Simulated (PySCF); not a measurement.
SMILES c1ccc(cc1)[SiH2]CCC (C9H14Si), GFN2-xTB optimised geometry.

```
24

C     -0.70    -2.97    -4.13
C     -0.43    -2.60    -2.67
C     -1.72    -2.44    -1.88
Si    -1.44    -1.96    -0.05
C     -0.46    -0.35     0.00
C     -1.11     0.88     0.00
C     -0.40     2.07     0.00
C      0.98     2.05     0.00
C      1.65     0.84     0.00
C      0.93    -0.35     0.00
H     -1.24    -3.90    -4.19
H     -1.29    -2.19    -4.61
H      0.24    -3.08    -4.67
H      0.14    -1.67    -2.63
H      0.18    -3.38    -2.21
H     -2.29    -3.37    -1.93
H     -2.34    -1.68    -2.36
H     -2.73    -1.78     0.62
H     -0.66    -3.02     0.62
H     -2.19     0.91     0.01
H     -0.93     3.02     0.01
H      1.54     2.97     0.00
H      2.73     0.81     0.00
H      1.46    -1.29     0.00
```

Density from PBE/def2-SVP run with PySCF 2.14.0 at that geometry.

Minimum of the electron density along straight lines between bonded atoms, close to the bond critical point (lines longer than 1.1 times the sum of covalent radii, or with two minima, are not listed):

```csv
bond,length / Å,ρ at the minimum / e bohr⁻³,∇²ρ there / e bohr⁻⁵,position (fraction from the first atom)
C1–C2,1.524,0.241,-0.53,0.50
C2–C3,1.527,0.238,-0.50,0.50
C3–Si4,1.906,0.111,0.29,0.62
Si4–C5,1.889,0.112,0.32,0.38
C5–C6,1.392,0.303,-0.73,0.50
C6–C7,1.383,0.310,-0.77,0.50
C7–C8,1.385,0.309,-0.77,0.50
C8–C9,1.385,0.309,-0.77,0.50
C5–C10,1.392,0.303,-0.73,0.50
C9–C10,1.383,0.310,-0.77,0.50
C1–H11,1.088,0.274,-0.98,0.63
C1–H12,1.088,0.274,-0.98,0.63
C1–H13,1.088,0.274,-0.98,0.63
C2–H14,1.093,0.274,-0.98,0.63
C2–H15,1.093,0.274,-0.97,0.62
C3–H16,1.092,0.269,-0.93,0.62
C3–H17,1.092,0.269,-0.93,0.62
Si4–H18,1.468,0.115,0.31,0.49
Si4–H19,1.469,0.115,0.31,0.49
C6–H20,1.081,0.281,-1.05,0.63
C7–H21,1.081,0.280,-1.04,0.63
C8–H22,1.081,0.281,-1.05,0.63
C9–H23,1.081,0.280,-1.04,0.63
C10–H24,1.081,0.281,-1.05,0.63
```
